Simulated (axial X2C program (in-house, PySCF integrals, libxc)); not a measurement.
Nuclear properties of GaNC

Calculated with an in-house all-electron X2C program for linear molecules (integrals from PySCF): two-component X2C with atomic mean-field Coulomb and Gaunt terms, Gaussian nuclei, basis Ga dyall-v3z, N dyall-av3z, C dyall-v3z with contracted cores.

Ga–N–C held linear, with bonds 1.945 and 1.176 Å (near the PBE0 minimum at charge 0 of the determinant lowest at the starting distance; the state shown can have its own minimum elsewhere, held linear; other orders of the atoms were not compared).

Determinant lowest in the PBE0 search, Ω = 0 (closed shell), highest spinor 25% C p, 23% N p, 18% Ga s:

```
level  qzz Ga (a.u.)  qzz N (a.u.)  qzz C (a.u.)  μ (D)
 PBE0          -2.77         -0.45         -1.00  -4.20
   HF          -2.78         -0.52         -1.13  -3.78
  PBE          -2.75         -0.44         -0.96  -4.24
```

qzz is the electric field gradient, eQq0 = 234.96 MHz × Q/barn × qzz; μ is positive if the C end (last atom) is positive. The operators were transformed with the bare-nucleus X2C matrices; with these basis sets, hyperfine constants and field gradients can be off by tens of per cent, and where levels differ in sign neither size nor sign is settled.

**Question.** With Q(69Ga) = 0.171 barn, Q(14N) = 0.02044 barn (Q from Pyykkö, Mol. Phys. 2018), turn the PBE0 values of the first state into constants in MHz.

**Answer.** eQq0(69Ga) = 234.96 × (0.171) × (-2.77) = -111 MHz; eQq0(14N) = 234.96 × (0.02044) × (-0.45) = -2.16 MHz.

The molecule was held linear; bending was not examined, so a bent shape may lie lower.

Each state is one determinant with collinear spin. The search compared states at one distance, so a state with another bond length can lie lower.
